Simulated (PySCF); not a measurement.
**Calculated NMR parameters of N#C[C@@]1([SiH3])C=C(Cl)C1**

* Formula: C5H6ClNSi
* SMILES: N#C[C@@]1([SiH3])C=C(Cl)C1
* Point group of the computed structure: C1
* Degrees of unsaturation: 4
* Carbon signals: 5
* Proton signals: 4

Atom-mapped SMILES (the numbers label the heavy atoms): `[N:1]#[C:2][C@@:3]1([SiH3:4])[CH:5]=[C:6]([Cl:7])[CH2:8]1`. Each H is labelled by its parent atom. Ha(C8) is pro-R; Hb(C8) is pro-S.

PySCF 2.14 calculation with NMR shieldings at PBE0/pcSseg-1/GIAO and geometry from GFN2-xTB; rapidly exchanging positions averaged, no relativistic terms, gas phase, one computed conformer.

Chemical shifts δ = σref − σ; TMS for 1H and 13C and 29Si; 15N against NH3, all at this level.

| carbon | δC, type | δH (multiplicity) | HMBC from (2–3 bonds) | span of the C tensor (ppm) |
| --- | --- | --- | --- | --- |
| C2 | 124.0, C | – | H(C5), H(Si4), Hb(C8), Ha(C8) | 353 |
| C3 | 19.9, C | – | H(C5), H(Si4), Hb(C8), Ha(C8) | 29 |
| C5 | 140.8, CH | 6.05 (s) | H(Si4), Hb(C8), Ha(C8) | 179 |
| C6 | 146.2, C | – | H(C5), Hb(C8), Ha(C8) | 177 |
| C8 | 49.3, CH2 | Hb(C8) 3.19 (m); Ha(C8) 2.89 (m) | H(C5), H(Si4) | 35 |

Other nuclei:
```tsv
atoms	nucleus	environment	δ (ppm)	σ (ppm)
H(Si4)	1H	hydrogen on a silicon bonded to C	4.11	27.61
Si4	29Si	silicon bonded to C, 3 H	-54.5	403.7
N1	15N	nitrile nitrogen	302.3	-34.6
```

- Carbon types of the structure: 3 × C, 1 × CH, 1 × CH2, leaving 3 H on heteroatoms.
- δC 146.2: fully substituted alkene carbon; as expected for a trigonal carbon in a double bond.
- δC 140.8: alkene CH; the olefinic region.
- δC 124.0: nitrile carbon; C≡N carbons fall here, among the sp2 signals but without a proton.
- δC 49.3: allylic sp3 CH2; saturated and bonded to C and H only.
- δH 6.05: hydrogen on an alkene CH; olefinic region.

Carbons that carry Cl, above all several Cl atoms, come out too deshielded, partly because spin–orbit coupling is missing. Shifts are as computed. Against solution values, carbons near 30 ppm lie about +3 ppm off and those near 130 ppm about +5 ppm; carbons on Cl a further +6 ppm. Of 1211 compounds with measured shifts, 218 miss one by over three times the rms of a fit or turn the order of signals round; such compounds aren't used in these exercises. Experimental scales use liquid or dissolved standards, which lie at an offset from isolated NH3 (liquid NH3: subtract about 20 ppm). Unscaled 15N shifts of sp2 nitrogen come out 20 to 40 ppm too high even then. Multiplicities follow the n + 1 count of equivalent neighbours, as no J values were calculated; m marks all less simple cases, F and P coupling included.
